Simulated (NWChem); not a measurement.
**Correlation energy of CNO**

SMILES: C(#N)[O]
```xyz
3

O      0.0000     0.0000     1.1395
C      0.0000     0.0000    -0.0409
N      0.0000     0.0000    -1.2673
```
Charge 0, spin multiplicity 2.

Everything below was run with NWChem. The geometry was optimised at UB3LYP/def2-SVP, a minimum by its harmonic frequencies.

Basis set: cc-pVDZ. Each correlation energy counts from its own Hartree-Fock reference.

The correlated methods keep 3 core orbitals frozen. The structure started from a generated list of species. The unpaired electrons of the parent sit in orbitals of symmetry b2 (C2v labels of the run); other states weren't searched. The stability of the SCF solutions was not checked. Open-shell Hartree-Fock references start from PBE0 orbitals. Coupled-cluster values serve here as a point of comparison, not as the truth.

Problem. One of these methods gave a correlation energy of -416.7 mHa. Which?
A. CCSD[T] on UHF
B. SCS-UMP2
C. CCSD on UHF
D. URI-MP2

Solution. D, URI-MP2. The others give -399.9 (SCS-UMP2), -436.4 (CCSD on UHF), -455.5 (CCSD[T] on UHF).
